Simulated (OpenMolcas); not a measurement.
# How methods differ on C2H7BO (SMILES CBOC)

C2H7BO has 11 atoms, charge 0, and is taken as a singlet. As SMILES, `CBOC`. The coordinates come from a PBE0-D4/def2-TZVP relaxation. This is one conformer, not always the lowest.

Quantity: the vertical ionisation energy (to the doublet cation), in eV. The values are calculated.

| level | kind | program | value (eV) |
| --- | --- | --- | --- |
| HF/cc-pVDZ | Hartree–Fock | OpenMolcas | 10.61 |
| SVWN5/cc-pVDZ | LDA | OpenMolcas | 10.27 |
| BLYP/cc-pVDZ | GGA | OpenMolcas | 10.06 |
| PBE/cc-pVDZ | GGA | OpenMolcas | 10.17 |
| revPBE/cc-pVDZ | GGA | OpenMolcas | 10.14 |
| M06-L/cc-pVDZ | meta-GGA | OpenMolcas | 10.34 |
| TPSS/cc-pVDZ | meta-GGA | OpenMolcas | 10.23 |
| PBE0/cc-pVDZ | global hybrid | OpenMolcas | 10.57 |

The values span 10.06 to 10.61 eV.
